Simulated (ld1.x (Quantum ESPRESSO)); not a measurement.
# B (Z = 5): variants of one TM potential

Base potential:

```json
{
 "Element": "boron (B)",
 "Generator": "ld1.x (Quantum ESPRESSO) 7.5",
 "Type": "norm-conserving Troullier–Martins (Kleinman–Bylander form)",
 "Functional": "PBEsol",
 "Relativity": "non-relativistic",
 "Frozen core": "[He]",
 "Valence charge": "3",
 "Reference configuration": "2s2 2p1",
 "Partial waves": "2p (bound): rc 2.70 bohr; 3d channel at -0.1 Ry: rc 2.35 bohr; 2s (bound): rc 1.50 bohr",
 "Local potential": "the s channel",
 "Core correction": "a·sin(br)/r model core inside 1.00 bohr"
}
```

All-electron outer shells of the reference configuration (PBEsol, non-relativistic, ld1.x):

```
shell  level (eV)  outermost node (bohr)  outermost maximum (bohr)
   2s       -9.36                   0.46                      1.52
   2p       -3.56                      –                      1.59
```

Cutoffs, loose and tight: the cutoffs (Ry, on a coarse ladder) from which the occupation-weighted sum of valence levels, in a spherical-Bessel basis at the reference potential, stays within 10 and 1 mRy of its value at 400 Ry. They do not see the model core or the augmentation charge, which bear on the density cutoff. Test errors are all-electron minus pseudo excitation energies from the reference, over the configurations 2s2 2p0; 2s1 2p0; 2s2 2p0.5; 2s1 2p1; 2s2 2p1.3; 2s1 2p2; 2s0 2p3. A dash means not determined; rows that change the core or the reference have their own tests.

```csv
change,outcome,"cutoff, loose","cutoff, tight",bound ghosts,largest test error (meV)
base,generated,18 Ry,50 Ry,none,+156
core correction none,generated,18 Ry,50 Ry,none,+189
core correction a·sin(br)/r model core inside 0.64 bohr,generated,18 Ry,50 Ry,none,+176
core correction a·sin(br)/r model core inside 0.92 bohr,generated,18 Ry,50 Ry,none,+161
core correction a·sin(br)/r model core inside 1.10 bohr,generated,18 Ry,50 Ry,none,+164
core correction a·sin(br)/r model core inside 1.34 bohr,generated,18 Ry,50 Ry,none,+182
core correction a·sin(br)/r model core inside 1.58 bohr,generated,18 Ry,50 Ry,none,+187
core correction a·sin(br)/r model core inside 1.76 bohr,generated,18 Ry,50 Ry,none,+188
```
